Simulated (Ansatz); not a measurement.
2-methylideneimidazole (C₄H₄N₂), SMILES C1C=NC(=C)N=1.

Coordinates come from a B3LYP-D3(BJ)/def2-SVP optimisation.

Two levels are set side by side: PBE/def2-SVPD (Ansatz, a quantum-chemistry and plane-wave program) and PBE0/def2-SVPD (Ansatz). Energy differences of separate SCF runs at the same geometry; the states with an electron removed or added have multiplicity 2 and 2. Differences are taken from unrounded values.

```tsv
quantity	PBE0
vertical ionisation energy (eV)	10.17
vertical electron affinity (eV)	0.93
vertical singlet–triplet gap (eV)	2.63
```

What does PBE give, and how far is it from PBE0? (An estimate is asked for; the answer gives what the named calculation found.)


```json
[
 {"quantity": "vertical ionisation energy (eV)", "PBE": "9.92", "PBE minus PBE0": "-0.25"},
 {"quantity": "vertical electron affinity (eV)", "PBE": "0.89", "PBE minus PBE0": "-0.04"},
 {"quantity": "vertical singlet–triplet gap (eV)", "PBE": "2.77", "PBE minus PBE0": "0.14"}
]
```
